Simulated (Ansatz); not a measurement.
Ideal-gas functions of `C[O][GeH]([F])[Cl]` at 800 K and 1 bar, from an Ansatz frequency run at PBE0-D4/def2-TZVP.

Molar mass 159.1 g/mol, point group C1 (symmetry number 1), electronic degeneracy 1, moments of inertia 168.209, 207.052, 333.97 u Å². Harmonic wavenumbers (cm⁻¹, unscaled): 45, 104, 132, 190, 246, 291, 437, 669, 703, 712, 744, 1120, 1180, 1201, 1478, 1496, 1497, 2209, 3019, 3087, 3131.

Use S(trans) = R[1.5 ln M + 2.5 ln T − 1.1517]; rotational temperatures θ = 24.2544 K / I; S(rot) = R[ln(√π/σ · √(T³/θAθBθC)) + 1.5]; for each mode x = 1.438777 ν̃/T, S = R[x/(eˣ − 1) − ln(1 − e⁻ˣ)] and H = RT x/(eˣ − 1); 1 cm⁻¹ = 0.0119627 kJ/mol; R = 8.31446 J/(mol·K).

**Question.** By hand: the entropy, in J/(mol·K).

**Answer.** Translation 192.6. Rotation: θ = 0.1442, 0.1171, 0.0726 K, giving 128.5. Vibration, mode by mode: 29.22, 22.27, 20.29, 17.28, 15.16, 13.79, 10.53, 7.26, 6.90, 6.80, 6.49, 3.77, 3.46, 3.36, 2.27, 2.21, 2.21, 0.79, 0.24, 0.21, 0.20, in all 174.7. Electronic 0.0. Sum 495.8 J/(mol·K).

**Question.** By hand: H − E and G − E in kJ/mol, counted from the electronic energy.

**Answer.** Zero-point energy ½ × 23691 × 0.0119627 = 141.7; thermal vibration 62.6; translation, rotation and pV give 4 RT = 26.6. H − E = 230.9 kJ/mol, and G − E = 230.9 − 800 × 495.8/1000 = -165.7 kJ/mol.

Vibration gives 35 % of the entropy, 71.8 J/(mol·K) of it from the modes under 150 cm⁻¹: soft modes count most, and the harmonic formula is weakest for them. The sum counts one conformer and one mirror image; others add a mixing term.
